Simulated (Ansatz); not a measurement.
Calculated with Ansatz (gas phase, PBE0-D4/def2-TZVP geometries, no zero-point term in ΔE). CCSD(T)/CBS adds triple-zeta CCSD(T) − MP2 to the extrapolated MP2 energy (def2 sets, frozen cores). This one scheme is used for every species. Functionals use def2-TZVPP. For Ga, Ge outer-core shells are correlated without core-valence functions, which leaves a few kJ/mol of doubt a bond. Scalar relativity is left out up to krypton. One conformer a species, not always the lowest.

Reaction (cleavage of the Ge–Ga bond): `[F][Ga]([Cl])[GeH3]` + `C[SiH2]O` → `C[SiH2][O][GeH3]` + `[F][GaH][Cl]`

`[F][Ga]([Cl])[GeH3]`:

Z-matrix (Å, degrees):
```
Ge
Ga 1 2.424
H 1 1.532 2 109.5
H 1 1.534 2 108.5 3 -119.9
H 1 1.533 2 109.1 3 120.8
Cl 2 2.137 1 126.8 3 12.0
F 2 1.752 1 121.3 3 -168.4
```

`C[SiH2]O`:

```xyz
9

C    -0.386   -1.081   -0.244
Si    0.404    0.453    0.460
O     0.511    1.676   -0.645
H    -0.396   -1.878    0.505
H     0.165   -1.439   -1.116
H    -1.421   -0.896   -0.545
H     1.804    0.180    0.865
H    -0.377    0.895    1.652
H    -0.304    2.089   -0.933
```

`C[SiH2][O][GeH3]`:

```xyz
12

C     1.595   -1.569    0.214
Si   -0.112   -0.844    0.113
O     0.011    0.776   -0.101
Ge   -1.171    2.085   -0.281
H     2.155   -1.373   -0.703
H     1.540   -2.652    0.356
H     2.149   -1.141    1.052
H    -0.876   -1.136    1.362
H    -0.869   -1.450   -1.023
H    -0.346    3.365   -0.451
H    -2.042    2.138    0.985
H    -2.033    1.800   -1.523
```

`[F][GaH][Cl]`:

Cartesian coordinates in Å:
```
F -0.822 1.513 0.070
Ga -0.062 -0.043 -0.139
Cl 1.231 -0.570 1.458
H -0.347 -0.900 -1.388
```

```
          level  ΔE (kcal/mol)
      r2SCAN-D4            3.4
         B97M-V           -0.4
        ωB97X-V            1.4
         revPBE            6.6
        r2SCANh            3.5
        LC-ωPBE            2.5
CCSD/def2-TZVPP            1.4
  HF/def2-QZVPP           -3.5
```

What does CCSD(T)/CBS give? (Best estimate.)

The calculation gave: +2.9 kcal/mol. The listed levels differ from it by 0.5, -3.3, -1.5, 3.7, 0.6, -0.4, -1.5, -6.4 kcal/mol.

Largest T1 diagnostic among the species: 0.013.

In def2-TZVPP, CCSD(T) changes the Hartree–Fock value by +4.5 kcal/mol (the triples alone add +0.3 kcal/mol) and MP2 by +4.1 kcal/mol. Leaving LDA and LC-ωPBE aside and taking each functional with its dispersion term where it has one, the values, not all of them listed here, spread over 6.7 kcal/mol, from B97M-V to PBE-D4.
